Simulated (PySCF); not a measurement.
Compound: C8H16P (charge +1).
Atom-mapped SMILES: `[CH3:1][CH2:2][P@+:3]12[CH2:4][CH2:5][C@H:6]([CH2:7][CH2:8]1)[CH2:9]2`

NICS = −σ at a ghost point: NICS(0) at the centroid of the ring atoms, NICS(1) 1 Å to either side along the normal of their mean plane, zz for the tensor component along that normal. Level: GIAO PBE0/pcSseg-1 (PySCF, non-relativistic, gas phase) on the GFN2-xTB geometry, one conformer.

Ring bond lengths (Å), with Mayer bond orders in brackets: P3–C4 1.816 (1.00), C4–C5 1.550 (0.98), C5–C6 1.539 (0.99), C6–C9 1.538 (0.93), C9–P3 1.814 (0.95); P3–C8 1.816 (1.00), C8–C7 1.550 (0.98), C7–C6 1.539 (0.99), C6–C9 1.538 (0.93), C9–P3 1.814 (0.95).

Question: Give the NICS values of each ring in ppm.

Answer: 
| ring | type | NICS(0) | NICS(1), two faces | NICS(1)zz, two faces | rms pucker (Å) | centre to ring atoms, mean (Å) |
| --- | --- | --- | --- | --- | --- | --- |
| P3–C4–C5–C6–C9 | 5-membered ring with P; formal bonds all single | -8.8 | -4.6 / -7.9 | -3.9 / -9.8 | 0.29 | 1.35 |
| P3–C8–C7–C6–C9 | 5-membered ring with P; formal bonds all single | -8.8 | -4.6 / -7.9 | -3.8 / -9.8 | 0.29 | 1.35 |

Question: What do they say, and how far can they be read as aromaticity?

Answer: 
- P3–C4–C5–C6–C9: mean NICS(1)zz -6.8 ppm, shielded. P3, C4, C5, C6, C9 have four or more neighbours, so the value isn't read as a sign of a π ring current. The two faces differ by 5.9 ppm, so no symmetry operation interchanges them.
- P3–C8–C7–C6–C9: mean NICS(1)zz -6.8 ppm, shielded. P3, C6, C7, C8, C9 have four or more neighbours, and the NICS criterion for π rings isn't applied. The two faces differ by 6.0 ppm, so no symmetry operation interchanges them.

Question: Give the inner angles of the rings and the Hirshfeld charges of the ring atoms.

Answer: 
- P3–C4–C5–C6–C9: P3 95.0° (+0.467 e), C4 101.5° (-0.086 e), C5 108.6° (-0.051 e), C6 105.8° (-0.011 e), C9 92.4° (-0.088 e); sum 503.3° against 540° for a flat convex ring.
- P3–C8–C7–C6–C9: P3 95.0° (+0.467 e), C8 101.5° (-0.086 e), C7 108.6° (-0.051 e), C6 105.8° (-0.011 e), C9 92.4° (-0.088 e); sum 503.4° against 540° for a flat convex ring.

Question: What are the shieldings of the ring atoms and their hydrogens in the same run (means over atoms taken as equivalent)?

Answer: 
| atoms | environment | σ isotropic (ppm) | principal values of the symmetric part, first atom (ppm) |
| --- | --- | --- | --- |
| P3 | phosphonium phosphorus | 270.0 | 206.3, 237.1, 366.5 |
| C4 (×2) | sp3 carbon bound to phosphorus | 167.6 | 152.4, 169.7, 180.8 |
| C5 (×2) | ring CH2 carbon | 155.5 | 142.3, 150.7, 173.6 |
| C6 | sp3 carbon at a ring junction | 149.1 | 138.8, 141.8, 166.9 |
| C9 | sp3 carbon bound to phosphorus | 154.9 | 142.3, 153.7, 168.7 |
| H on C4 (×2) | methylene hydrogen | 29.46 | 24.7, 27.3, 36.4 |
| H on C4 (×2) | methylene hydrogen | 29.64 | 23.8, 27.0, 38.1 |
| H on C5 (×2) | methylene hydrogen | 29.46 | 24.8, 26.5, 37.1 |
| H on C5 (×2) | methylene hydrogen | 29.34 | 23.7, 26.4, 38.0 |
| H on C6 | methine hydrogen | 28.65 | 24.2, 24.6, 37.1 |
| H on C9 (×2) | methylene hydrogen | 29.68 | 25.6, 25.8, 37.6 |

The run took 44 s wall on one thread, Arm Neoverse V2 (aarch64), no GPU (shared host), and the process peaked at 1.1 GiB of memory. This is the whole shielding run at PBE0/pcSseg-1, SCF included.
